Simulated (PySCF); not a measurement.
System: C5H5S (charge -1, singlet). It need not be the lowest isomer of its formula. Whether it binds its extra electron was not tested at this geometry. SMILES: Cc1cc[c-]s1
Geometry: optimised at B3LYP-D3(BJ)/def2-TZVP (Ansatz).

Dispersion corrections to the total energy (kcal/mol) from the dftd3 and dftd4 libraries through PySCF: D3(BJ) without and D4 with the three-body term, each with the damping fitted for the functional named.

```
functional  D3(BJ)      D4
----------  ------  ------
r2SCAN         ___   -1.92
PBE0         -5.91   -6.57
BHLYP        -9.52     ___
TPSSh        -7.92   -9.59
BLYP        -14.70     ___
TPSS         -8.61  -10.58
PBE          -6.78   -7.82
```

Task: Some entries are withheld; supply them.

Result: 
- r2SCAN, D3(BJ): -1.88
- BHLYP, D4: -9.27
- BLYP, D4: -17.46
